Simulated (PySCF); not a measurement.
C₂H₇NOSi₂, SMILES O[SiH2]C1=NC[SiH2]1.

The structure is a stationary point at B3LYP-D3(BJ)/def2-SVP. This is a generated structure with no PubChem entry under its InChIKey; it may be hypothetical. One conformer was computed; it need not be the lowest.

These are TDDFT-PBE/def2-SVPD (PySCF) values and carry that method's errors.

Vertical excitations. Isolated molecule, no solvent. State labels are in the subgroup Cs.

```json
[
 {"state": "S1", "symmetry": "A\"", "energy (eV)": "3.72", "λ (nm)": "333", "f": "0.000", "main pairs": "HOMO→LUMO 100 %"},
 {"state": "S2", "symmetry": "A'", "energy (eV)": "4.63", "λ (nm)": "268", "f": "0.018", "main pairs": "HOMO−1→LUMO 99 %"},
 {"state": "S3", "symmetry": "A'", "energy (eV)": "4.77", "λ (nm)": "260", "f": "0.005", "main pairs": "HOMO→LUMO+1 99 %"},
 {"state": "S4", "symmetry": "A\"", "energy (eV)": "4.80", "λ (nm)": "258", "f": "0.000", "main pairs": "HOMO−2→LUMO 100 %"},
 {"state": "S5", "symmetry": "A'", "energy (eV)": "5.23", "λ (nm)": "237", "f": "0.003", "main pairs": "HOMO→LUMO+2 99 %"},
 {"state": "S6", "symmetry": "A'", "energy (eV)": "5.66", "λ (nm)": "219", "f": "0.007", "main pairs": "HOMO→LUMO+3 99 %"},
 {"state": "S7", "symmetry": "A\"", "energy (eV)": "5.87", "λ (nm)": "211", "f": "0.000", "main pairs": "HOMO−1→LUMO+1 100 %"},
 {"state": "S8", "symmetry": "A'", "energy (eV)": "6.21", "λ (nm)": "200", "f": "0.007", "main pairs": "HOMO−2→LUMO+1 40 %, HOMO→LUMO+4 39 %, HOMO−3→LUMO 15 %"},
 {"state": "S9", "symmetry": "A'", "energy (eV)": "6.28", "λ (nm)": "197", "f": "0.087", "main pairs": "HOMO−3→LUMO 57 %, HOMO−2→LUMO+1 10 %, HOMO−6→LUMO 10 %, HOMO→LUMO+4 9 %"},
 {"state": "S10", "symmetry": "A\"", "energy (eV)": "6.31", "λ (nm)": "196", "f": "0.001", "main pairs": "HOMO−5→LUMO 99 %"},
 {"state": "T1", "symmetry": "A\"", "energy (eV)": "2.99", "λ (nm)": "415", "f": "0", "main pairs": "HOMO→LUMO 100 %"},
 {"state": "T2", "symmetry": "A'", "energy (eV)": "4.41", "λ (nm)": "281", "f": "0", "main pairs": "HOMO−3→LUMO 53 %, HOMO−1→LUMO 44 %"},
 {"state": "T3", "symmetry": "A\"", "energy (eV)": "4.52", "λ (nm)": "275", "f": "0", "main pairs": "HOMO−2→LUMO 100 %"},
 {"state": "T4", "symmetry": "A'", "energy (eV)": "4.55", "λ (nm)": "272", "f": "0", "main pairs": "HOMO−1→LUMO 45 %, HOMO−3→LUMO 29 %, HOMO→LUMO+1 25 %"}
]
```
Triplets are in the Tamm–Dancoff approximation, which puts them higher than full response would, so one can lie above its singlet here.
